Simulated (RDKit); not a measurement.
A run for RDKit: UFF on BH2IO (SMILES OBI), a point of a torsion scan.

```python
from rdkit import Chem
from rdkit.Chem import AllChem, rdDetermineBonds

blocks = [
'''5

O    -0.90862714   -0.35231970   -0.32876091
B     0.25344188    0.24934739   -0.18327324
I     1.85204664   -0.35006492   -1.44974590
H    -1.43057728   -0.85438072    0.28435784
H     0.49248213    1.04077077    0.65659317
''',
]
mol = None
for b in blocks:
    f = Chem.MolFromXYZBlock(b)
    rdDetermineBonds.DetermineBonds(f, charge=0)
    mol = f if mol is None else Chem.CombineMols(mol, f)
Chem.SanitizeMol(mol)
print(Chem.MolToSmiles(Chem.RemoveHs(mol)))
ff = AllChem.UFFGetMoleculeForceField(mol, vdwThresh=100.0, ignoreInterfragInteractions=False)
e = ff.CalcEnergy()
print(f'UFF energy {e:.6f} kcal/mol')
```

Program output:

```
OBI
UFF energy 26.583114 kcal/mol
```

The run finished.

Cost: around 0.020 core-seconds (rough).
